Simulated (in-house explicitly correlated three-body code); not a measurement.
Results of a calculation; reference values are marked as such.
## Two electrons around a charge Z: functional-driven and density-driven errors

The exact non-relativistic ground state comes from a variational code in 260 exponentially correlated functions, the Kohn-Sham parts from inverting its density (past Z = 6 the correlation energy is taken as exact minus Hartree-Fock, equal to within microhartrees), and self-consistent runs (Hartree-Fock is restricted) from a B-spline radial code. Z may be fractional; the second electron is bound down to Z = 0.911.

The total error of a self-consistent run is the error on the exact density (functional-driven) plus the energy gained by relaxing to the functional's own density (density-driven, never positive). «Unbound» marks a run whose level isn't bound or that didn't converge.

```
   Z  TPSS functional (mEh)  TPSS density (mEh)  OLYP functional (mEh)  OLYP density (mEh)  revTPSS functional (mEh)  revTPSS density (mEh)
0.96                  -1.40             unbound                  -1.42             unbound                     -3.86                unbound
1.13                  -3.25             unbound                  -1.85             unbound                     -5.96                unbound
1.38                  -4.44               -0.25                  -2.50               -1.23                     -7.16                  -0.16
1.54                  -4.90               -0.24                  -2.70               -1.24                     -7.56                  -0.15
1.84                      ?                   ?                      ?                   ?                         ?                      ?
2.24                  -5.93               -0.27                  -2.17               -1.38                     -8.34                  -0.16
2.44                  -6.09               -0.28                  -1.75               -1.41                     -8.43                  -0.17
2.98                  -6.38               -0.29                  -0.29               -1.45                     -8.57                  -0.18
3.52                  -6.55               -0.31                  +1.48               -1.46                     -8.62                  -0.20
 4.1                  -6.66               -0.32                  +3.56               -1.46                     -8.63                  -0.21
 4.9                      ?                   ?                      ?                   ?                         ?                      ?
 5.7                  -6.79               -0.34                  +9.73               -1.42                     -8.56                  -0.22
```

**Question.** What belongs in the row Z = 1.84?

**Answer.** TPSS functional (mEh): -5.47; TPSS density (mEh): -0.25; OLYP functional (mEh): -2.70; OLYP density (mEh): -1.31; revTPSS functional (mEh): -8.02; revTPSS density (mEh): -0.15.

**Question.** What belongs in the row Z = 4.9?

**Answer.** TPSS functional (mEh): -6.75; TPSS density (mEh): -0.33; OLYP functional (mEh): +6.59; OLYP density (mEh): -1.44; revTPSS functional (mEh): -8.61; revTPSS density (mEh): -0.22.

**Question.** Which part of the error is larger?

**Answer.** TPSS: functional-driven -6.79, density-driven -0.34 mEh at Z = 5.7; OLYP: functional-driven +9.73, density-driven -1.42 mEh at Z = 5.7; revTPSS: functional-driven -8.56, density-driven -0.22 mEh at Z = 5.7. The density-driven part is second order in the error of the density, so it stays small unless the second electron is loosely bound.
